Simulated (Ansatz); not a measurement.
C2H7FO2SeZr, SMILES `C[O][Zr]([OH])([F])[Se]C`. Total charge 0; spin multiplicity 1. Zr takes the def2 core potential.

```xyz
14

C     2.216    0.757    0.600
O     1.234   -0.080    0.081
Zr   -0.159   -1.254   -0.457
O     0.160   -3.068    0.051
F    -0.380   -1.050   -2.353
Se   -2.321   -0.473    0.718
C    -2.193    1.279   -0.180
H     2.563    1.456   -0.167
H     1.820    1.331    1.443
H     3.072    0.171    0.950
H     0.550   -3.883    0.352
H    -1.750    2.001    0.501
H    -3.205    1.582   -0.441
H    -1.608    1.231   -1.100
```

List the harmonic frequencies (cm⁻¹, unscaled) at PBE0-D4/def2-TZVP in Ansatz. (Best estimate.)

Computed: 34, 40, 43, 50, 68, 74, 121, 127, 165, 170, 191, 246, 275, 343, 534, 594, 639, 724, 904, 919, 1177, 1180, 1225, 1313, 1456, 1473, 1477, 1489, 1490, 3021, 3064, 3093, 3095, 3152, 3183, 3996.

Is this a minimum?

Yes, all 36 modes are real.

Give the ideal-gas thermochemistry at 298.15 K and 1 bar (rigid rotor, harmonic oscillator; point group C1, symmetry number 1).

Zero-point energy 246.1 kJ/mol; H(298) − E = 283.0 kJ/mol; entropy 510.3 J/(mol·K), of which translation 177.8, rotation 127.6, vibration 204.9; G(298) − E = 130.9 kJ/mol. Modes under 100 cm⁻¹ are hindered rotations or soft bends, so the harmonic entropy is rough.

And at 400, 500, 600, 800 and 1000 K?


```json
{"T (K)": "400", "H − E (kJ/mol)": "301.3", "S (J/mol/K)": "563.0", "G − E (kJ/mol)": "76.2"}
{"T (K)": "500", "H − E (kJ/mol)": "321.2", "S (J/mol/K)": "607.3", "G − E (kJ/mol)": "17.6"}
{"T (K)": "600", "H − E (kJ/mol)": "342.7", "S (J/mol/K)": "646.4", "G − E (kJ/mol)": "-45.1"}
{"T (K)": "800", "H − E (kJ/mol)": "389.5", "S (J/mol/K)": "713.5", "G − E (kJ/mol)": "-181.3"}
{"T (K)": "1000", "H − E (kJ/mol)": "440.2", "S (J/mol/K)": "770.0", "G − E (kJ/mol)": "-329.8"}
```
